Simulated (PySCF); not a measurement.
Telling isomers of C₅H₅F₅ apart by NMR

How the numbers were obtained: GFN2-xTB geometry, shielding tensors at PBE0/pcSseg-1 (GIAO), in PySCF (fast rotation and ring inversion assumed for equivalent nuclei, relativity neglected, isolated molecule, a single conformation).

Chemical shifts δ = σref − σ; ¹H (31.72 ppm), ¹³C (186.93 ppm) vs TMS, all at this level. Splittings of carbon signals by F and P are missing where no couplings were computed. Where no couplings were computed, multiplicities follow the n + 1 count of equivalent neighbours, and m marks all less simple cases (inequivalent or close neighbours, rings, F or P nearby). Shifts are as computed. Against solution values, carbons near 30 ppm lie about +3 ppm off and those near 130 ppm about +5 ppm. Of 1211 compounds with measured shifts, 218 miss one by over three times the rms of a fit or turn the order of signals round; such compounds aren't used in these exercises.

(1) Tabulate the signals of `FC(F)(F)C(F)(F)C1CC1`, `C=CCC(F)(F)C(F)(F)F` and their relative energies.

(2) What is the quickest way to tell FC(F)(F)C(F)(F)C1CC1 from C=CCC(F)(F)C(F)(F)F?

Results:

(1) 
```json
{"SMILES": "FC(F)(F)C(F)(F)C1CC1", "carbon types": "2×C 1×CH 2×CH2", "δC": "129.5, 122.8, 14.9, 4.1", "δH": "1.46 (m, 1H), 0.93 (m, 2H), 0.79 (m, 2H)", "E rel. (kcal/mol)": "0.2"}
{"SMILES": "C=CCC(F)(F)C(F)(F)F", "carbon types": "2×C 1×CH 2×CH2", "δC": "135.4, 130.2, 129.2, 122.6, 42.4", "δH": "6.33 (m, 1H), 5.76 (m, 1H), 5.74 (m, 1H), 2.91 (m, 2H)", "E rel. (kcal/mol)": "0.0"}
```

Energies are electronic energies at PBE0/pcSseg-1 on these geometries, without zero-point or thermal terms, each for the one conformer computed, which needn't be the lowest.

(2) Count the carbon signals: 4 against 5. The first has a three-membered-ring carbon (CH) at 14.9 ppm, the second an alkene CH at 135.4 ppm. Their most deshielded carbons lie at 129.5 and 135.4 ppm. In the proton spectra the most deshielded non-exchanging signals are 1.46 (m, 1H) and 6.33 (m, 1H).
